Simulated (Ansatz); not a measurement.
Compare A (`O=C(O)[CH2][GeH3]`) with its isomer B (`[CH3][GeH2][O]C=O`).

Gas-phase electronic energies from Ansatz, PBE0-D4/def2-TZVP geometries. CCSD(T)/CBS adds triple-zeta CCSD(T) − MP2 to the extrapolated MP2 energy (def2 sets, frozen cores). DFT in def2-TZVPP. B3LYP here is the variant with VWN-RPA as its local correlation; programs differ in this. For Ge outer-core shells are correlated without core-valence functions, which leaves a few kJ/mol of doubt a bond. Scalar relativity is left out up to krypton. One conformer a species, not always the lowest.

(1) Which is lower in electronic energy at CCSD(T)/CBS, and by how much? (An estimate is asked.)

(2) Give E(B) − E(A) in kJ/mol with CCSD(T)/def2-TZVPP, r2SCAN-D4, MP2/def2-TZVPP, B2PLYP, B3LYP, PBE-D4, PBE0-D4. (Best estimate.)

Largest T1 diagnostic: 0.014.

Results:

(1) Ansatz gave: B, by 56.1 kJ/mol.

(2) The calculation gave: CCSD(T)/def2-TZVPP -58.7, r2SCAN-D4 -54.0, MP2/def2-TZVPP -60.7, B2PLYP -60.5, B3LYP -57.2, PBE-D4 -49.6, PBE0-D4 -48.0. None reverses the order clearly.
